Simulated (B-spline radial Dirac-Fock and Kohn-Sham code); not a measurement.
## Binding energies of Ho⁴²⁺ at several levels of theory

System: Ho⁴²⁺, [Ar] 3d7.

The density-functional columns are spherical, spin-unpolarised Dirac-Kohn-Sham results without Breit or QED terms: −ε is minus the orbital energy of the initial state and ΔSCF the difference of two total energies. The reference in the last column comes from multi-electron Dirac-Fock with separately optimised hole states, Breit and Lamb-shift corrections added in first order. All numbers are from a B-spline atomic structure program, in eV; a selection of levels is shown. The Kohn-Sham columns are given as differences from the reference. For the 1s level of heavy atoms much of the gap between ΔSCF and the reference is the Breit and QED part, -251.3 eV here; for other levels the error of the functional can be larger.

```
level  LDA −ε − DF  LDA ΔSCF − DF  Dirac-Fock
   1s       -281.6         +239.9     57847.4
   2s       -171.7          -50.7     11569.7
2p1/2       -131.0          +15.4     11101.6
2p3/2       -139.2           -5.9     10246.9
   3s        -85.1          -33.6      4098.6
3p1/2        -65.3          -11.1      3900.3
3p3/2        -65.5          -14.0      3703.2
   3d        -56.1           +2.1      3376.3
```

Values without a named source are computed, but for edge energies of neutral atoms, which are taken from tables.
